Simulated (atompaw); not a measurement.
**What one change does to a pseudopotential (Gd (Z = 64), PAW (atompaw))**

atompaw 4.2.0.5 input, output lines left out:

```
Gd 64
GGA-PBE scalarrelativistic loggrid 2001 logderivrange -4 5 226
6 6 5 4 0 0
6 0 1
6 1 1
5 2 1
4 3 7
0 0 0
c
c
c
c
c
v
c
c
c
v
v
c
c
v
v
3
3.00 2.35 2.35 1.70
y
0.7
n
n
y
0.05
n
y
0.5
n
bloechl gaussian
4 1 troulliermartins
```

Change: local potential troulliermartins scheme with l = 4 at 1 Ry, radius 1.96 bohr.

Cutoffs: the cutoffs (Ry, on a coarse ladder) from which the occupation-weighted sum of valence levels, in a spherical-Bessel basis at the reference potential, stays within 10 and 1 mRy of its value at 400 Ry; they do not see the model core or the augmentation charge, which bear on the density cutoff.

**Question.** What does the change do?

**Answer.** The potential gets harder (35 Ry and 45 Ry → 55 Ry and 70 Ry); both files keep a bound ghost (s); the range in which the p phases agree narrows (upper end 3.7 → 2.2).

| quantity | base | changed |
| --- | --- | --- |
| cutoff, loose | 35 Ry | 55 Ry |
| cutoff, tight | 45 Ry | 70 Ry |
| loose cutoff by channel (10 mRy a level) | s 6 Ry, p 21 Ry, d 15 Ry, f 25 Ry | s 10 Ry, p 30 Ry, d 15 Ry, f 35 Ry |
| bound ghosts | s | s |
| s: phases at 3.00 bohr within 0.05 rad from the reference energy up to (Ry; the scan ends near 5) | 4.2 | 4.4 |
| p: phases at 3.00 bohr within 0.05 rad from the reference energy up to (Ry; the scan ends near 5) | 3.7 | 2.2 |
| d: phases at 3.00 bohr within 0.05 rad from the reference energy up to (Ry; the scan ends near 5) | 0.7 | 0.6 |
| f: phases at 3.00 bohr within 0.05 rad from the reference energy up to (Ry; the scan ends near 5) | 3.3 | 3.4 |
| lowest overlap eigenvalue by channel | s 0.02, p 0.61, d 0.01, f 1.00 | s 0.01, p 0.33, d 0.00, f 0.99 |

 A true bound ghost makes a file unfit for plane-wave use even where its test errors are small: the radial tests pick states by their node count and pass the ghost by. The cutoffs see the waves, projectors and local potential, not the compensation charge or the core.
